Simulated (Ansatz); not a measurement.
A nudged elastic band was laid between two geometries of CH7AlS2Si2 (13 atoms, charge 0, multiplicity 1).

Method: RKS BHLYP/def2-SVP (Ansatz 0.2.0).

- movable images: 5
- climbing image: yes
- spring: 5.0 eV/Å²
- optimiser: quadratic models (default)
- start path: IDPP
- force threshold: 0.05 eV/Å
- iteration limit: 49
- end points: relaxed

Initial state:

```xyz
13
Properties=species:S:1:pos:R:3
Si -1.346 -1.656 -1.339
Al 0.027 -0.572 0.364
Si 1.374 -0.090 2.193
C 1.355 0.881 0.526
S -0.122 1.921 0.557
S -0.598 2.267 -1.490
H -0.617 -1.781 -2.624
H -2.571 -0.848 -1.578
H -1.771 -3.010 -0.905
H 2.678 -0.790 2.265
H 1.152 0.666 3.451
H 2.225 1.371 0.095
H -1.767 1.607 -1.500
```

Final state:

```xyz
13
Properties=species:S:1:pos:R:3
Si -1.058 -1.621 -1.614
Al 0.307 -0.592 0.129
Si 1.869 -0.139 1.786
C 1.091 1.161 0.592
S -0.574 1.490 1.210
S -1.668 2.167 -0.484
H -0.905 -3.097 -1.618
H -0.700 -1.108 -2.958
H -2.492 -1.312 -1.368
H 3.298 -0.264 1.411
H 1.764 0.097 3.248
H 1.609 2.049 0.236
H -2.522 1.134 -0.555
```

(1) What changes between the two ends?

(2) What energy profile does the band end with?

(3) What is the geometry of the highest image?

Results:

(1) No bond is made or broken. The dihedral H7–Si1–Al2–S5 goes from 91 to -147°. The two ends are copies of one structure, up to a mirror image or an exchange of like atoms.

(2) It converged. The highest image is number 4 of 0 to 6, 1.7 kJ/mol above the ends, which have the same energy within 2 meV. A vibrational analysis at the climbing image gives one clearly imaginary mode, 72i cm⁻¹: a first-order saddle point.

```csv
image,path coordinate (Å),energy (kJ/mol),dihedral H7–Si1–Al2–S5 (°)
0,0.00,0.0,91
1,0.78,0.5,111
2,1.55,1.1,132
3,2.33,1.6,153
4,3.11,1.7,173
5,3.90,0.8,-168
6,4.69,0.0,-147
```

(3) 
```xyz
13
Properties=species:S:1:pos:R:3
Si -1.118 -1.660 -1.564
Al 0.291 -0.576 0.111
Si 1.916 -0.134 1.710
C 1.111 1.168 0.536
S -0.521 1.522 1.228
S -1.682 2.252 -0.398
H -0.378 -2.768 -2.216
H -1.562 -0.703 -2.606
H -2.327 -2.231 -0.917
H 3.329 -0.280 1.286
H 1.864 0.115 3.172
H 1.626 2.050 0.160
H -2.526 1.211 -0.486
```

The run took 2.9 min on 2 threads of Arm Neoverse V2, with other jobs on the host, peak memory 0.39 GiB.
